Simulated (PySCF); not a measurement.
Homolysis of single bonds, series silaethenyl-X. Gas-phase values, no solvent. One relaxed conformer stands for each flexible species; it need not be the lowest. Strings in code marks are SMILES.

The four lowest singlet excitations (Tamm–Dancoff). Calculation: PySCF 2.14.0 with ωB97X-D3(BJ)/def2-TZVP // PBE0-D3(BJ)/def2-TZVP. Excitations are Tamm–Dancoff values on a coarser integration grid. The basis has no diffuse functions, so Rydberg states are missing or too high.

```csv
state,energy (eV),wavelength (nm),oscillator strength
S1,5.51,225,0.338
S2,5.58,222,0.046
S3,6.07,204,0.020
S4,6.63,187,0.004
```

Question: Identify which member gives these states.
A) `C=[SiH]OC` (C–Si–O–C torsion 0°)
B) `C=[SiH]C=O` (C–Si–C–O torsion 0°)
C) `C=[SiH]N(C)C` (C–Si–N–C torsion 0°)
D) `C=[SiH]CC` (C–Si–C–C torsion 1°)

Answer: C, `C=[SiH]N(C)C` (C–Si–N–C torsion 0°)
